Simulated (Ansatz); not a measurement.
`O[SiH2]C(F)[TeH]` and `O=CC(F)[TeH]` differ in one atom or group.

Ansatz, PBE0-D4/def2-TZVP geometries, multiplicity 1. Each molecule was computed in one conformer, which needn't be the lowest.

Elements past krypton have def2 core potentials.

```json
{"property": "HOMO energy (ωB97M-V/def2-TZVPP) / eV", "`O[SiH2]C(F)[TeH]`": "-8.96"}
{"property": "HOMO–LUMO gap (PBE/def2-TZVPP) / eV", "`O[SiH2]C(F)[TeH]`": "3.88"}
{"property": "LUMO energy (B3LYP/def2-TZVPP) / eV", "`O[SiH2]C(F)[TeH]`": "-1.35"}
{"property": "size of the dipole moment (B3LYP/def2-TZVPP) / D", "`O[SiH2]C(F)[TeH]`": "1.59"}
{"property": "HOMO energy (PBE0/def2-TZVPP) / eV", "`O[SiH2]C(F)[TeH]`": "-6.85"}
{"property": "LUMO energy (PBE0/def2-TZVPP) / eV", "`O[SiH2]C(F)[TeH]`": "-1.12"}
```

Question: Give the same properties after the change, and the shifts. (An estimate is asked.)

Answer: The calculation gave: 
```csv
property,`O=CC(F)[TeH]`,shift
HOMO energy (ωB97M-V/def2-TZVPP) / eV,-9.12,-0.16
HOMO–LUMO gap (PBE/def2-TZVPP) / eV,3.23,-0.65
LUMO energy (B3LYP/def2-TZVPP) / eV,-2.05,-0.70
size of the dipole moment (B3LYP/def2-TZVPP) / D,3.26,1.67
HOMO energy (PBE0/def2-TZVPP) / eV,-7.01,-0.16
LUMO energy (PBE0/def2-TZVPP) / eV,-1.81,-0.69
```

With PBE0 the HOMO falls by 0.16 eV and the LUMO falls by 0.69 eV, so the gap narrows by about 0.53 eV. PBE moves the HOMO by -0.14 eV and ωB97M-V by -0.16 eV. Dipoles are sizes alone; their direction can turn.

B3LYP here is the variant with VWN-RPA as its local correlation; programs differ in this.

Spin–orbit coupling is left out; it splits and shifts lone-pair levels of the heavy atoms by tenths of an eV.
